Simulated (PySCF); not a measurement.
C5H7BO, SMILES C(B1[C@@H](C)CO1)#C.

Geometry: PBE0-D3(BJ)/def2-SVP. The structure was generated by enumeration; whether it is a known compound was not checked.

Method: TDA-PBE/def2-SVPD (PySCF 2.14.0).

Vertical excitations. Isolated molecule, no solvent.

### Question
List the lowest excited states. (Estimate from the structure and the level; the computed values follow.)

### Answer

```
state  energy (eV)  λ (nm)      f                                                                  main pairs
-----  -----------  ------  -----  --------------------------------------------------------------------------
S1            4.60     270  0.002                                                              HOMO→LUMO 99 %
S2            5.38     230  0.002                                                            HOMO−2→LUMO 94 %
S3            5.60     221  0.010                                                            HOMO−3→LUMO 84 %
S4            5.64     220  0.039                        HOMO−1→LUMO 50 %, HOMO→LUMO+1 28 %, HOMO−3→LUMO 15 %
S5            6.42     193  0.042                                        HOMO−1→LUMO+1 71 %, HOMO→LUMO+1 14 %
S6            6.51     191  0.003                    HOMO−4→LUMO 49 %, HOMO−2→LUMO+1 21 %, HOMO−1→LUMO+1 15 %
S7            6.54     190  0.114                         HOMO→LUMO+2 56 %, HOMO−4→LUMO 21 %, HOMO→LUMO+1 9 %
S8            6.58     188  0.128  HOMO→LUMO+2 36 %, HOMO→LUMO+1 21 %, HOMO−2→LUMO+1 14 %, HOMO−1→LUMO+1 10 %
S9            6.81     182  0.015                                                            HOMO−5→LUMO 86 %
S10           7.00     177  0.015                                                          HOMO−1→LUMO+2 96 %
T1            4.25     292      0                                                              HOMO→LUMO 96 %
T2            4.34     286      0                                                            HOMO−1→LUMO 90 %
T3            4.99     248      0                                                            HOMO−2→LUMO 93 %
T4            5.26     236      0                                        HOMO→LUMO+1 65 %, HOMO−2→LUMO+1 18 %
```
Triplets are in the Tamm–Dancoff approximation.
